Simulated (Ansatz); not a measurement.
Mulliken charges of CH$_{5}$ClNSbSi (`[NH2][Sb]1[CH2][SiH]1Cl`) from ωB97M-V/def2-TZVPP in Ansatz (PBE0-D4/def2-TZVP geometry).

| atom | x (Å) | y (Å) | z (Å) | charge (e) |
| --- | --- | --- | --- | --- |
| N1 | -1.754 | 0.862 | -0.076 | -0.491 |
| Sb2 | -0.060 | 1.207 | 1.029 | 0.374 |
| C3 | 0.547 | -0.972 | 0.873 | -0.478 |
| Si4 | 1.336 | -0.151 | -0.554 | 0.256 |
| Cl5 | 0.634 | -0.567 | -2.434 | -0.197 |
| H6 | -2.559 | 1.298 | 0.356 | 0.116 |
| H7 | -1.679 | 1.218 | -1.021 | 0.130 |
| H8 | 1.165 | -1.341 | 1.688 | 0.143 |
| H9 | -0.362 | -1.547 | 0.719 | 0.159 |
| H10 | 2.812 | -0.058 | -0.577 | -0.013 |

Q: By hand: the dipole of these point charges (1 e Å = 4.8032 D).

A: Σ q r = (0.352, 0.438, 0.614) e Å, of length 0.832 e Å = 4.00 D.

Q: How does the dipole of the full density compare? (An estimate is asked.)

A: Computed: (0.020, 0.215, 0.204) e Å, 1.43 D; the point charges give 2.80 times that, at 24° from its direction.

Point charges leave out the atoms' own dipoles, such as those of lone pairs, and Mulliken's split depends on the basis, so the two needn't agree.
